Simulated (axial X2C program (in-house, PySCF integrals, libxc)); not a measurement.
**Potential curves of CaTe⁺, without spin–orbit coupling**

Computed with an in-house relativistic program for diatomic molecules. Spin-free means the one-electron spin-free X2C Hamiltonian. Basis: Te dyall-cv3z [11s12p8d4f1g], Ca dyall-cv3z [11s12p6d4f] (cores contracted in-house); Gaussian nuclei, density fitting, unrestricted open shells. Masses: Te 129.906 u, Ca 39.963 u.

State: M_S = 1/2, Λ = 1 (beyond evenly filled blocks: π+α, π+β, π-α). Energies in eV from the fragments at the same level (Te + Ca+). Fits are polynomials in 1 − R0/R over 0.85 to 1.23 times the lowest point R0.

```csv
R (Å),PBE50,CCSD(T),CCSD
2.4386,-1.4126,,
2.5507,-1.8567,-1.4324,-1.3571
2.6348,-2.0448,-1.6971,-1.6204
2.7189,-2.1386,-1.8591,-1.7807
2.8030,-2.1594,-1.9406,-1.8604
2.9011,-2.1137,-1.9577,-1.8752
2.9992,-2.0129,-1.9119,-1.8271
3.1253,-1.8279,-1.7885,-1.7008
3.2795,-1.5513,,
3.5038,-1.1140,,
```

Correlated methods: 7 electrons correlated (number of frozen shells: Te 4 s, 3 p, 2 d; Ca 3 s, 2 p), 301 virtual spin orbitals or spinors in MP2, 84 natural virtuals in coupled cluster.

One determinant describes the state; a PBE0 search over occupations chose it and may have missed a lower one. Dissociation energies refer to the lowest single-determinant-based atoms at the same level and basis. Coupled cluster ran in a truncated set of natural virtual spinors; the MP2 energy of the rest was added. (T) has no such correction and the atoms are truncated less, which lowers De at CCSD(T) by a hundredth of an eV or more. The functionals have no current-density term, which raises determinants with orbital currents, atoms included. The outer-core s and p shells of the metal are frozen in the correlated rows, which leaves out core–valence correlation; for alkali and alkaline-earth bonds that tends to lengthen them. With the outer-core shells frozen, correlated bond lengths of heavy atoms tend to come out a few hundredths of an ångström too long. Spin-free De lacks the spin–orbit lowering of the heavy p-block atom, a tenth of an eV or more for 4p and 5p, up to an eV for 6p and one to two eV for 7p atoms, less what an open-shell molecule gains itself. Coupled cluster ran on the points near the minimum only. MP2 and coupled cluster on one determinant become unreliable at the stretched end.

Q: What are Re, ωe and De at the PBE50 level?

A: At PBE50, spin-free: Re = 2.789 Å, ωe ≈ 271 cm⁻¹, De = 2.16 eV to Te + Ca+; Be follows as 0.0709 cm⁻¹.

Q: Fit the CCSD(T) curve near its minimum: give the equilibrium distance, the harmonic wavenumber and the well depth.

A: At CCSD(T), spin-free: Re = 2.875 Å, ωe ≈ 251 cm⁻¹, De = 1.96 eV to Te + Ca+; Be follows as 0.0668 cm⁻¹.

Q: Fit the CCSD curve near its minimum: give the equilibrium distance, the harmonic wavenumber and the well depth.

A: At CCSD, spin-free: Re = 2.871 Å, ωe ≈ 252 cm⁻¹, De = 1.88 eV to Te + Ca+; Be follows as 0.0669 cm⁻¹.
